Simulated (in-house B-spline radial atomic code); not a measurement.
**BSE on G0W0@HF excitations of Sr2+**

Method: BSE on G0W0@HF. Computed with an all-electron radial atomic-structure program (B-spline basis): linear response of the closed shell [Ar] 3d10 4s2 4p6 with a statically screened interaction on G0W0 levels; scalar-relativistic (spin-free one-electron X2C), finite nucleus, no spin-orbit coupling, no double excitations, S, P, D and F terms only; shells from n = 2 respond. Only terms of natural parity with L up to 3 were computed.

Command:
```bash
python run_td.py task.json out
```
Settings (radii: box in bohr, nucleus in fm):
```
Z                        38
electrons                36
configuration            [Ar] 3d10 4s2 4p6
hamiltonian              x2c
method                   bse
box_radius               29.48
rms_radius               4.224
intervals                73
```

Time taken, with all properties: 14 s on 1 thread of Arm Neoverse N1, on a shared host.

The lowest states, in the order of their Tamm-Dancoff energies; the method's threshold (minus the highest G0W0 level) is 43.65 eV. Labels give the largest channel, * marks a mixed state, and oscillator strengths are full-response dipole values. Energies in eV:

```
      state  full response  Tamm-Dancoff  oscillator strength
 4p → 4d 3P         22.769        22.815                    -
 4p → 4d 3F         23.316        23.421                    -
 4p → 5s 3P         24.724        24.735                    -
 4p → 4d 1F         24.926        24.943                    -
 4p → 5s 1P         25.196        25.210                0.536
 4p → 5p 3S         28.223        28.242                    -
 4p → 5p 3D         28.843        28.853                    -
 4p → 5p 1D         29.119        29.123                    -
 4p → 4d 1P              ?             ?                    ?
 4p → 5p 1S          30.16         30.27                    -
4p → 5d 3P*          34.05         34.05                    -
4p → 6s 3P*              ?             ?                    -
 4p → 5d 3F          34.20         34.21                    -
 4p → 6s 1P          34.27         34.27                0.149
 4p → 5d 1F          34.47         34.48                    -
 4p → 6p 3S          35.44         35.45                    -
```

Q: Where does 4p → 6s 3P lie?

A: At 34.14 eV in full response, 34.15 eV in Tamm-Dancoff.

Q: Where does 4p → 4d 1P lie?

A: At 28.613 eV in full response, 29.219 eV in Tamm-Dancoff, oscillator strength 3.83.

Q: How large is the singlet-triplet splitting of 4p → 4d (F terms) in Tamm-Dancoff?

A: 1.52 eV, from the unrounded values.

Q: What polarisabilities and dispersion coefficient does the method give?

A: Dipole 5.609 bohr³, quadrupole 16.4 bohr⁵, C6 27.71 hartree·bohr⁶ for two such species.
